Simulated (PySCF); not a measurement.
A small calculation by hand: chemical shift, span and skew from a shielding tensor

C₂H₁₀OSi₃, SMILES [SiH2]([SiH2][SiH3])CC=O. Atoms are numbered in the order given.

```xyz
16

O     -2.9684     2.1883    -0.1757
C     -2.7903     1.0259    -0.4421
C     -1.4503     0.4018    -0.7023
Si    -0.7778    -0.5034     0.8472
Si     1.3055    -1.4432     0.3006
Si     2.7170     0.2665    -0.4853
H     -3.6532     0.3069    -0.4810
H     -1.5244    -0.3482    -1.5079
H     -0.7276     1.1836    -0.9847
H     -1.7608    -1.5456     1.2696
H     -0.6243     0.4838     1.9542
H      1.9086    -2.1114     1.4931
H      1.1133    -2.4677    -0.7720
H      2.8824     1.3036     0.5752
H      4.0593    -0.2610    -0.8678
H      2.0906     0.9059    -1.6808
```
Charge 0, spin multiplicity 1.

Geometry optimised at B3LYP-D3(BJ)/def2-SVP. The structure was generated by enumeration, and PubChem lists no compound with its InChIKey, so it may never have been made. One conformer was computed; it need not be the lowest.

GIAO shieldings from B3LYP/pcSseg-1 (PySCF), non-relativistic, no solvent. The symmetric part of the tensor of Si6 has the principal values 436.5, 443.4, 452.1 ppm. The same nucleus in TMS has σ = 338.7 ppm at this level (PySCF, at its B3LYP-D3(BJ)/def2-TZVP geometry).

Work out the isotropic shielding, the ²⁹Si shift against TMS, the span and the skew.


σ(iso) = (σ11 + σ22 + σ33)/3 = 444.0 ppm. δ = σ(ref) − σ(iso) = 338.7 − (444.0) = -105.3 ppm.
Span Ω = σ33 − σ11 = 15.6 ppm. Skew κ = 3(σ(iso) − σ22)/Ω = 0.12. Tumbling in solution averages the tensor to δ; in a static solid the shielding alone would spread this spin-1/2 line over Ω.
